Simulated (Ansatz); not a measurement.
Two isomers of C2H6FNSi: A = `N/C(F)=C/[SiH3]`, B = `FC/C=N\[SiH3]`.

Program: Ansatz. Geometries: PBE0-D4/def2-TZVP. ΔE: electronic, gas phase. CCSD(T)/CBS adds triple-zeta CCSD(T) − MP2 to the extrapolated MP2 energy (def2 sets, frozen cores). Double bonds are as drawn, so ΔE can hold a change between cis and trans. Functionals use def2-TZVPP. B3LYP here is the variant with VWN-RPA as its local correlation; programs differ in this. Each species was taken in one conformer, which may not be the lowest.

A:

```xyz
11

N     0.747    2.073    0.393
C     0.559    0.741    0.165
F     1.734    0.101    0.231
C    -0.566    0.056   -0.043
Si   -0.624   -1.781   -0.197
H    -0.030    2.670    0.167
H     1.648    2.437    0.127
H    -1.481    0.634   -0.107
H    -2.041   -2.177   -0.413
H    -0.127   -2.473    1.024
H     0.178   -2.281   -1.347
```

B:

Z-matrix (Å, degrees):
```
C
C 1 1.500
F 1 1.371 2 112.1
H 1 1.097 2 109.5 3 120.9
H 1 1.097 2 109.5 3 -120.9
N 2 1.252 1 128.4 3 0.0
H 2 1.103 1 111.9 3 -180.0
Si 6 1.746 2 131.5 1 -0.0
H 8 1.484 6 106.3 2 180.0
H 8 1.486 6 111.8 2 62.2
H 8 1.486 6 111.8 2 -62.3
```

Task: Which isomer does CCSD(T)/CBS put lower? Give the gap. (Estimate.)

Result: Computed: A, by 6.9 kJ/mol.

Task: Give E(B) − E(A) in kJ/mol with B3LYP, PBE0-D4, ωB97M-V, PBE-D4, CCSD/def2-TZVPP, CCSD(T)/def2-TZVPP, B3LYP-D4. (An estimate is asked.)

Result: The calculation gave: B3LYP 10.5, PBE0-D4 21.8, ωB97M-V 13.0, PBE-D4 21.6, CCSD/def2-TZVPP 3.9, CCSD(T)/def2-TZVPP 5.3, B3LYP-D4 9.0. None reverses the order clearly.

Largest T1 diagnostic: 0.013.

In def2-TZVPP, CCSD(T) changes the Hartree–Fock value by +8.6 kJ/mol (the triples alone add +1.4 kJ/mol) and MP2 by +13.7 kJ/mol.
